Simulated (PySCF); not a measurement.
Input for PySCF: R-M06-2X/def2-TZVPP on BH3Se2 (SMILES [SeH]B[SeH]), a point of a torsion scan.

```python
from pyscf import gto, dft

mol = gto.M(
    atom='''
    Se   -1.95560866   -0.03932667   -0.53249299
    B    -0.18143988    0.61188988   -0.82451285
    Se    0.07801295    2.27887366   -1.69156989
    H    -1.67805132   -0.79395001    0.66391967
    H     0.72741232    0.04129826   -0.36210729
    H     1.52091771    2.29140648   -1.67625917
    ''',
    basis='def2-tzvpp',
    charge=0, spin=0, verbose=4, max_memory=1800)
mf = dft.RKS(mol, xc='m062x').density_fit(auxbasis='def2-universal-jkfit')
mf.grids.level = 4
mf.conv_tol = 1e-9
mf.max_cycle = 150
mf.kernel()
mf.dip_moment()
```

It printed:

```
PySCF version 2.14.0

[INPUT] verbose = 4
[INPUT] num. atoms = 6
[INPUT] num. electrons = 76
[INPUT] charge = 0
[INPUT] spin (= nelec alpha-beta = 2S) = 0
[INPUT] symmetry False subgroup None
[INPUT] Mole.unit = angstrom
[INPUT] Symbol           X                Y                Z      unit          X                Y                Z       unit  Magmom
[INPUT]  1 Se    -1.955608660000  -0.039326670000  -0.532492990000 AA   -3.695564774228  -0.074316635691  -1.006265914351 Bohr   0.0
[INPUT]  2 B     -0.181439880000   0.611889880000  -0.824512850000 AA   -0.342871681274   1.156304291593  -1.558103472685 Bohr   0.0
[INPUT]  3 Se     0.078012950000   2.278873660000  -1.691569890000 AA    0.147423109669   4.306447089885  -3.196603812661 Bohr   0.0
[INPUT]  4 H     -1.678051320000  -0.793950010000   0.663919670000 AA   -3.171057417765  -1.500348075496   1.254626345012 Bohr   0.0
[INPUT]  5 H      0.727412320000   0.041298260000  -0.362107290000 AA    1.374610064434   0.078042400821  -0.684283605808 Bohr   0.0
[INPUT]  6 H      1.520917710000   2.291406480000  -1.676259170000 AA    2.874117929901   4.330130687254  -3.167670745091 Bohr   0.0

nuclear repulsion = 331.722824325293
number of shells = 61
number of NR pGTOs = 300
number of NR cGTOs = 169
basis = def2-tzvpp
ecp = {}


******** <class 'pyscf.df.df_jk.DFRKS'> ********
method = DFRKS
initial guess = minao
damping factor = 0
level_shift factor = 0
DIIS = <class 'pyscf.scf.diis.CDIIS'>
diis_start_cycle = 1
diis_space = 8
diis_damp = 0
SCF conv_tol = 1e-09
SCF conv_tol_grad = None
SCF max_cycles = 150
direct_scf = False
XC library pyscf.dft.libxc version 7.1.2
    S. Lehtola, C. Steigemann, M. J. T. Oliveira, and M. A. L. Marques,  SoftwareX 7, 1–5 (2018)
XC functionals = m062x
    Y. Zhao and D. G. Truhlar,  Theor. Chem. Acc. 120, 215 (2008)
    Y. Zhao and D. G. Truhlar,  Theor. Chem. Acc. 120, 215 (2008)
radial grids:
    Treutler-Ahlrichs [JCP 102, 346 (1995); DOI:10.1063/1.469408] (M4) radial grids

becke partition: Becke, JCP 88, 2547 (1988); DOI:10.1063/1.454033
pruning grids: <function nwchem_prune>
grids dens level: 4
symmetrized grids: False
atomic radii adjust function: <function treutler_atomic_radii_adjust>
small_rho_cutoff = 0
Set gradient conv threshold to 3.16228e-05
Initial guess from minao.
tot grids = 135600
******** <class 'pyscf.df.df.DF'> ********
auxbasis = def2-universal-jkfit
init E= -4828.35108325408
  HOMO = -0.283753662942168  LUMO = -0.0730528336163623  gap/eV = 5.73346
cycle= 1 E= -4829.81634781797  delta_E= -1.47  |g|= 0.278  |ddm|= 2.11
  HOMO = -0.292599244456779  LUMO = -0.0260774461248356  gap/eV = 7.25243
cycle= 2 E= -4829.83010441015  delta_E= -0.0138  |g|= 0.155  |ddm|= 0.421
  HOMO = -0.298240624223437  LUMO = -0.0186295751133496  gap/eV = 7.60860
cycle= 3 E= -4829.83464967112  delta_E= -0.00455  |g|= 0.0268  |ddm|= 0.144
  HOMO = -0.297776151396517  LUMO = -0.0217816235513038  gap/eV = 7.51019
cycle= 4 E= -4829.83484629351  delta_E= -0.000197  |g|= 0.0164  |ddm|= 0.0346
  HOMO = -0.298062596851622  LUMO = -0.0199267112612933  gap/eV = 7.56846
cycle= 5 E= -4829.83491269265  delta_E= -6.64e-05  |g|= 0.00347  |ddm|= 0.0144
  HOMO = -0.298010457391714  LUMO = -0.0201820286199208  gap/eV = 7.56010
cycle= 6 E= -4829.8349160435  delta_E= -3.35e-06  |g|= 0.00109  |ddm|= 0.00367
  HOMO = -0.297925473551416  LUMO = -0.0200234804644435  gap/eV = 7.56210
cycle= 7 E= -4829.83491643726  delta_E= -3.94e-07  |g|= 0.000263  |ddm|= 0.00122
  HOMO = -0.297964399764245  LUMO = -0.0200569246139395  gap/eV = 7.56225
cycle= 8 E= -4829.83491645848  delta_E= -2.12e-08  |g|= 4.05e-05  |ddm|= 0.000305
  HOMO = -0.297959531179885  LUMO = -0.0200512282338785  gap/eV = 7.56227
cycle= 9 E= -4829.83491645932  delta_E= -8.39e-10  |g|= 1.09e-05  |ddm|= 6.33e-05
  HOMO = -0.297961289906407  LUMO = -0.0200521886338478  gap/eV = 7.56229
Extra cycle  E= -4829.8349164594  delta_E= -8.09e-11  |g|= 5.75e-06  |ddm|= 2.09e-05
converged SCF energy = -4829.8349164594
Dipole moment(X, Y, Z, Debye):  1.03781, -0.32908,  0.55547
```

Self-consistency was reached.

Cost: roughly 30 core-seconds.
